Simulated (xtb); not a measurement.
B3H6N3, SMILES B1NBNBN1. All values are semi-empirical tight-binding results from xtb (GFN2-xTB unless named), good for trends rather than for accurate numbers. Geometry: GFN2-xTB.

Optimised geometry:

Bonds (Å): B1–N2 1.417, B1–N6 1.417, B1–H7 1.175, N2–B3 1.417, N2–H8 1.008, B3–N4 1.417, B3–H9 1.175, N4–B5 1.417, N4–H10 1.008, B5–N6 1.417, B5–H11 1.175, N6–H12 1.008. Bond angles (°): N2–B1–N6 116.9, N2–B1–H7 121.5, N6–B1–H7 121.5, B1–N2–B3 123.1, B1–N2–H8 118.5, B3–N2–H8 118.5, N2–B3–N4 116.9, N2–B3–H9 121.5, N4–B3–H9 121.5, B3–N4–B5 123.1, B3–N4–H10 118.5, B5–N4–H10 118.5, N4–B5–N6 116.9, N4–B5–H11 121.5, N6–B5–H11 121.5, B1–N6–B5 123.1, B1–N6–H12 118.5, B5–N6–H12 118.5.

```
Property                                          Value
----------------------------------------  -------------
point group as xtb finds it                         D3h
orbital gap                                     6.02 eV
dipole moment                                    0.00 D
zero-point energy                         56.3 kcal/mol
G − E(el) at 298.15 K (modified RRHO)     39.6 kcal/mol
static polarisability (D4 model)             62.2 bohr³
solvation energy, GFN2-xTB/ALPB(water)    -5.1 kcal/mol
solvation energy, GFN2-xTB/ALPB(toluene)  -5.4 kcal/mol
```

### Question
Give the IR lines (harmonic; lines under 4 % of the strongest left out, lines within 3 cm⁻¹ merged). (Estimate from the structure and the level; the computed values follow.)

### Answer
ν (cm⁻¹): 833 (m), 1414 (vs), 2582 (s) (against the strongest line: vs over 80 %, s over 45 %, m over 15 %, w over 4 %, vw less)

Computed atomic charges and the Wiberg bond orders between heavy atoms:
charges (e) B1 0.27, N2 -0.29, B3 0.27, N4 -0.29, B5 0.27, N6 -0.29, H7 -0.12, H8 0.15, H9 -0.12, H10 0.15, H11 -0.12, H12 0.15. Bond orders B1–N2 1.22, N2–B3 1.22, B3–N4 1.22, N4–B5 1.22, B1–N6 1.22, B5–N6 1.22.
